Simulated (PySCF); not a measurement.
# Exercise with solution: chemical shift, span and skew from a shielding tensor

selenium hexafluoride (F6Se), SMILES F[Se](F)(F)(F)(F)F. Atoms are numbered in the order given.

```xyz
7

F      0.0000    -1.7050     0.0000
Se     0.0000     0.0000     0.0000
F      1.7050     0.0000     0.0000
F     -1.7050     0.0000     0.0000
F      0.0000     0.0000    -1.7050
F      0.0000     0.0000     1.7050
F      0.0000     1.7050     0.0000
```
Charge 0, spin multiplicity 1.

The structure is a stationary point at ωB97X-D3(BJ)/def2-SVP.

GIAO shieldings from PBE0/pcSseg-1 (PySCF), non-relativistic, no solvent. The symmetric part of the tensor of F1 has the principal values -67.3, -67.3, 373.9 ppm. The same nucleus in CFCl3 has σ = 167.2 ppm at this level (PySCF, at its B3LYP-D3(BJ)/def2-TZVP geometry).

**Question.** Work out the isotropic shielding, the ¹⁹F shift against CFCl3, the span and the skew.

**Answer.** 
σ(iso) = (σ11 + σ22 + σ33)/3 = 79.8 ppm. δ = σ(ref) − σ(iso) = 167.2 − (79.8) = 87.4 ppm.
Span Ω = σ33 − σ11 = 441.2 ppm. Skew κ = 3(σ(iso) − σ22)/Ω = 1.00, an axial tensor. Tumbling in solution averages the tensor to δ; in a static solid the shielding alone would spread this spin-1/2 line over Ω.
